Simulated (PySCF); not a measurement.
Computed shifts of a molecule C₂H₅ClF₂Si, PBE/pcSseg-1 run with PySCF, GIAO, gas phase, atoms alike by connectivity averaged where their shifts nearly agree, in ppm (number of nuclei): ¹³C: 134.8 (1), 25.9 (1). ¹⁹F: -141.1 (1), -146.8 (1). ²⁹Si: -18.0 (1). ¹H: 5.33 (2), 1.93 (3). References: ¹³C against TMS (σ = 182.0 ppm); ¹⁹F against CFCl3 (σ = 133.6 ppm); ²⁹Si against TMS (σ = 335.4 ppm); ³⁵Cl against HCl (σ = 936.5 ppm); ¹H against TMS (σ = 31.49 ppm), references at their B3LYP-D3(BJ)/def2-TZVP geometries, non-relativistic (without spin–orbit terms, shifts of atoms bonded to Cl or Br come out too high). Geometry: PBE0-D3(BJ)/def2-SVP. Other conformers were not sampled.

### Question
Which molecule gave these data?
A) F[SiH2][C@@H](F)CCl
B) F[C@H](Cl)[C@@H](F)[SiH3]
C) CC(F)(F)[SiH2]Cl
D) C[C@H](F)[Si@H](F)Cl

### Answer
C, CC(F)(F)[SiH2]Cl
